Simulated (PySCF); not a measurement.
## Telling isomers of C7H13ClSi apart by NMR

Calculated, not measured (PySCF 2.14): structure optimised with GFN2-xTB, PBE0/pcSseg-1 with gauge-including orbitals. Single conformer, averaged over atoms made equivalent by symmetry, fast rotation or ring inversion, non-relativistic Hamiltonian, gas phase.

Chemical shifts δ = σref − σ; ¹H (31.72 ppm), ¹³C (186.93 ppm) vs TMS, all at this level. Where no couplings were computed, multiplicities follow the n + 1 count of equivalent neighbours, and m marks all less simple cases (inequivalent or close neighbours, rings, F or P nearby). Shifts are as computed. Against solution values, carbons near 30 ppm lie about +3 ppm off and those near 130 ppm about +5 ppm; carbons on Cl a further +6 ppm. Of 1211 compounds with measured shifts, 218 miss one by over three times the rms of a fit or turn the order of signals round; such compounds aren't used in these exercises. Carbons bonded to Cl come out too deshielded.

(1) Tabulate the signals of `[SiH3][C@@H]1CCC/C(=C\Cl)C1`, `C[C@H]1CC[SiH2]/C(=C\Cl)C1`, `C[C@@H]1C[SiH2]C/C(=C/Cl)C1` and their relative energies.

(2) What is the quickest way to tell C[C@H]1CC[SiH2]/C(=C\Cl)C1 from C[C@@H]1C[SiH2]C/C(=C/Cl)C1?

(3) What is the quickest way to tell [SiH3][C@@H]1CCC/C(=C\Cl)C1 from C[C@@H]1C[SiH2]C/C(=C/Cl)C1?

(4) What is the quickest way to tell [SiH3][C@@H]1CCC/C(=C\Cl)C1 from C[C@H]1CC[SiH2]/C(=C\Cl)C1?

Results:

(1) 
| SMILES | carbon types | δC | δH | E rel. (kcal/mol) |
| --- | --- | --- | --- | --- |
| [SiH3][C@@H]1CCC/C(=C\Cl)C1 | 1×C 2×CH 4×CH2 | 151.3, 121.1, 41.2, 33.8, 33.7, 32.8, 28.3 | 5.93 (s, 1H), 3.73 (d, 3H), 3.22 (m, 1H), 2.23 (m, 1H), 1.96 (m, 1H), 1.93 (m, 1H), 1.87 (m, 1H), 1.73 (m, 1H), 1.38 (m, 1H), 1.22 (m, 1H), 0.88 (m, 1H) | 8.9 |
| C[C@H]1CC[SiH2]/C(=C\Cl)C1 | 1×C 2×CH 3×CH2 1×CH3 | 147.1, 137.0, 49.4, 40.6, 37.8, 25.9, 11.7 | 6.53 (s, 1H), 4.80 (m, 1H), 4.28 (m, 1H), 2.29 (m, 1H), 2.03 (m, 1H), 2.02 (m, 1H), 1.20 (m, 1H), 1.10 (m, 1H), 1.05 (m, 1H), 1.01 (m, 3H), 0.84 (m, 1H) | 3.5 |
| C[C@@H]1C[SiH2]C/C(=C/Cl)C1 | 1×C 2×CH 3×CH2 1×CH3 | 149.1, 119.6, 43.4, 37.5, 29.8, 22.6, 20.2 | 5.85 (s, 1H), 4.32 (m, 1H), 4.03 (m, 1H), 3.04 (m, 1H), 1.83 (m, 1H), 1.64 (m, 1H), 1.54 (m, 1H), 1.18 (m, 1H), 1.16 (d, 3H), 0.95 (m, 1H), 0.46 (m, 1H) | 0.0 |

Energies are electronic energies at PBE0/pcSseg-1 on these geometries, without zero-point or thermal terms, each for the one conformer computed, which needn't be the lowest.

(2) Both give the same number of carbon signals, with the same numbers of each carbon type, so the positions decide. The first has an alkene CH at 137.0 ppm, the second an alkene CH at 119.6 ppm. Their most deshielded carbons lie at 147.1 and 149.1 ppm. In the proton spectra the most deshielded non-exchanging signals are 6.53 (s, 1H) and 5.85 (s, 1H).

(3) Both give the same number of carbon signals, but DEPT or the intensities differ. The first has an allylic sp3 CH2 at 32.8 ppm, the second a methyl carbon (CH3) at 29.8 ppm. Their most deshielded carbons lie at 151.3 and 149.1 ppm.

(4) Both give the same number of carbon signals, but DEPT or the intensities differ. The first has an alkene CH at 121.1 ppm, the second a methyl carbon (CH3) at 25.9 ppm. Their most deshielded carbons lie at 151.3 and 147.1 ppm. In the proton spectra the most deshielded non-exchanging signals are 5.93 (s, 1H) and 6.53 (s, 1H).
